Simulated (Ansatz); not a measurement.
Geometry optimisation, Ansatz, RKS PBE/def2-SVP.

input.yaml

```yaml
crystal:
  periodic: [false, false, false]
  atoms:
    - { symbol: Zn, position_ang: [-0.686541, -0.437482, -1.051452] }
    - { symbol: O, position_ang: [-0.470155, -1.755674, 0.232082] }
    - { symbol: O, position_ang: [-0.879983, 0.662268, -2.439886] }
    - { symbol: H, position_ang: [0.494641, -0.189258, 1.552764] }
    - { symbol: Se, position_ang: [0.990342, 1.204793, 1.829142] }
    - { symbol: H, position_ang: [-1.304163, -1.847978, 0.73303] }
    - { symbol: H, position_ang: [-0.496048, 1.536587, -2.230656] }
    - { symbol: H, position_ang: [2.351907, 0.826644, 1.374976] }
basis:
  gaussian: { orbitals: def2-SVP }
hamiltonian:
  xc: pbe
relax:
  f_tol: 0.03
  max_steps: 50
output:
  orbitals: {}
```

Run as:

```bash
$ ansatz run input.yaml --threads 2 --pin off --max-ram 3072MiB --backend cpu --events-out ev --progress --plain --runs-dir out
```

Q: Where does it end, and by what steps?

A: The run converged. After 33 steps the energy has fallen by 1.344 eV; H4 moved furthest, 2.00 Å. Parted: H4–Se5 (1.51 → 4.34 Å). Joined: Zn1–Se5 (3.72 → 2.30 Å), O2–H4 (2.26 → 0.98 Å).

```csv
step,energy less start (eV),largest force component (eV/Å),accepted
0,0.0000,0.712,yes
2,-0.1228,0.526,yes
4,-0.1676,0.491,yes
6,-0.2181,0.504,yes
8,-0.6665,1.286,yes
10,-0.9964,1.155,yes
12,-1.0591,0.694,yes
14,-1.1130,0.238,yes
16,-1.1274,0.156,yes
18,-1.1028,0.725,no
20,-1.1386,0.263,yes
22,-1.1645,0.839,yes
24,-1.2110,1.235,yes
26,-1.3079,0.270,yes
28,-1.3380,0.139,yes
30,-1.3431,0.161,yes
32,-1.3440,0.038,yes
33,-1.3443,0.022,yes
```

```xyz
8
Properties=species:S:1:pos:R:3
Zn 0.217 0.683 -0.123
O -0.271 -1.400 0.323
O -1.128 0.253 -1.330
H -0.908 -1.522 1.054
Se 1.734 1.927 1.078
H -0.840 -1.187 -0.490
H -1.042 0.552 -2.252
H 2.237 0.694 1.739
```

The run took 47 s on 2 threads of INTEL(R) XEON(R) PLATINUM 8581C CPU @ 2.10GHz (Emerald Rapids) (shared host), peak memory 0.18 GiB.
